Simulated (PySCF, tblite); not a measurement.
Compound: C4H8Cl4Si.
Structure used (GFN2-xTB), in Å, numbered top down from 1:
```xyz
17
C4H8Cl4Si angstrom
Cl     3.0183   -2.3238    0.3742
C      2.4476   -0.6377    0.4644
Cl     3.4274    0.3587   -0.6376
C      0.9749   -0.5598    0.1022
C      0.4205    0.8494    0.3034
Si    -1.3840    1.0345   -0.2741
C     -2.4186   -0.3436    0.5948
Cl    -4.1382   -0.0973    0.2209
Cl    -2.1707   -0.2545    2.3539
H      2.6463   -0.2834    1.4779
H      0.8513   -0.8751   -0.9350
H      0.4404   -1.2638    0.7423
H      1.0406    1.5561   -0.2468
H      0.5046    1.1154    1.3580
H     -1.9467    2.3123    0.1502
H     -1.5343    0.7905   -1.7095
H     -2.1866   -1.3657    0.3003
```

The calculation used PBE0/pcSseg-1 in PySCF (dipole) on a GFN2-xTB geometry, gas phase.

Masses are those of the commonest isotopes; rigid-rotor values at the optimised geometry. The values belong to one conformer with, in the numbering `[Cl:1][CH:2]([Cl:3])[CH2:4][CH2:5][SiH2:6][CH:7]([Cl:8])[Cl:9]`, Cl1–C2–C4–C5 174°, C2–C4–C5–Si6 175°, C4–C5–Si6–C7 53°, C5–Si6–C7–Cl8 174°.

Task: Give the principal moments of inertia and the rotational constants in MHz.

Result: Ia = 375.66, Ib = 1888.94, Ic = 2055.90 u·Å²; 505379 MHz·u·Å²/I gives A = 1345, B = 267.5, C = 245.8 MHz.

Task: What kind of rotor is it?

Result: A near-prolate asymmetric top; Ray's κ = -0.960.

Task: Is it planar, by Δ = Ic − Ia − Ib?

Result: Not planar: Δ = Ic − Ia − Ib = -208.70 u·Å². For a rigid frame Δ = −2 Σ m c², so Σ m c² = 104.35 u·Å² lies off the ab plane: 10.82 from hydrogen and 93.53 from heavier atoms. The atom farthest from that plane is 1.67 Å away.

Task: Give the other two planar moments, Paa and Pbb, and the rms extents of the mass along the axes.

Result: Paa = Σ m a² = (Ib + Ic − Ia)/2 = 1784.59 and Pbb = Σ m b² = (Ia + Ic − Ib)/2 = 271.31 u·Å². With the mass M = 223.91 u, the rms extents √(P/M) along a, b and c are 2.82, 1.10, 0.68 Å.

Task: List the rotational levels J(Ka,Kc) to J = 4 (cm⁻¹).

Result: Above 0(0,0):
J = 1: 1(0,1) 0.0171, 1(1,1) 0.0531, 1(1,0) 0.0538
J = 2: 2(0,2) 0.0514, 2(1,2) 0.0866, 2(1,1) 0.0888, 2(2,1) 0.1966, 2(2,0) 0.1966
J = 3: 3(0,3) 0.1027, 3(1,3) 0.1369, 3(1,2) 0.1412, 3(2,2) 0.2480, 3(2,1) 0.2480, 3(3,1) 0.4296, 3(3,0) 0.4296
J = 4: 4(0,4) 0.1711, 4(1,4) 0.2039, 4(1,3) 0.2111, 4(2,3) 0.3165, 4(2,2) 0.3166, 4(3,2) 0.4981, 4(3,1) 0.4981, 4(4,1) 0.7523, 4(4,0) 0.7523
Those of J = 1 are B + C, A + C and A + B.

Task: Which types of transition are allowed, and where do some lines up to J = 3 fall?

Result: The dipole components are |μa| = 0.03 D, |μb| = 0.79 D, |μc| = 0.30 D. The squared components, which scale the intensities, stand as 0.00 : 1.00 : 0.14 (a : b : c). Some lines, for components of 0.1 D or more:

| type | branch | J(Ka,Kc) | MHz | lower level (cm⁻¹) |
| --- | --- | --- | --- | --- |
| b | R | 3(0,3) ← 2(1,2) | 482 | 0.087 |
| c | Q | 3(1,3) ← 3(0,3) | 1025 | 0.103 |
| c | Q | 2(1,2) ← 2(0,2) | 1056 | 0.051 |
| c | Q | 1(1,1) ← 1(0,1) | 1078 | 0.017 |
| b | Q | 1(1,0) ← 1(0,1) | 1099 | 0.017 |
| b | Q | 2(1,1) ← 2(0,2) | 1122 | 0.051 |
| b | Q | 3(1,2) ← 3(0,3) | 1155 | 0.103 |
| b | R | 1(1,1) ← 0(0,0) | 1591 | 0.000 |
| c | R | 1(1,0) ← 0(0,0) | 1613 | 0.000 |
| b | R | 2(1,2) ← 1(0,1) | 2083 | 0.017 |
| c | R | 2(1,1) ← 1(0,1) | 2148 | 0.017 |
| b | R | 3(1,3) ← 2(0,2) | 2564 | 0.051 |
| c | R | 3(1,2) ← 2(0,2) | 2694 | 0.051 |
| c | Q | 3(2,2) ← 3(1,2) | 3201 | 0.141 |
| b | Q | 3(2,1) ← 3(1,2) | 3203 | 0.141 |
| c | Q | 2(2,1) ← 2(1,1) | 3233 | 0.089 |
| b | Q | 2(2,1) ← 2(1,2) | 3298 | 0.087 |
| b | Q | 3(2,2) ← 3(1,3) | 3331 | 0.137 |
| b | R | 2(2,1) ← 1(1,0) | 4282 | 0.054 |
| c | R | 2(2,1) ← 1(1,1) | 4303 | 0.053 |
| b | R | 3(2,2) ← 2(1,1) | 4773 | 0.089 |
| c | R | 3(2,1) ← 2(1,1) | 4775 | 0.089 |
| b | R | 3(2,1) ← 2(1,2) | 4840 | 0.087 |
| c | Q | 3(3,1) ← 3(2,1) | 5442 | 0.248 |
| b | R | 3(3,1) ← 2(2,0) | 6983 | 0.197 |
| c | R | 3(3,0) ← 2(2,0) | 6983 | 0.197 |
| c | R | 3(3,1) ← 2(2,1) | 6983 | 0.197 |
| b | R | 3(3,0) ← 2(2,1) | 6983 | 0.197 |

Task: Estimate the classical rotational partition function at 50 K, 298.15 K and 500 K.

Result: Point group C1, symmetry number σ = 1; q = (√π/σ)·√((kT/h)³/(ABC)), k/h = 20836.6 MHz/K: 200000 at 50 K, 2920000 at 298.15 K, 6340000 at 500 K.

Its GFN2-xTB frequencies are all real (lowest 18 cm⁻¹). Zero-point vibration and centrifugal distortion are left out. Quadrupole hyperfine structure (35Cl) is left out.
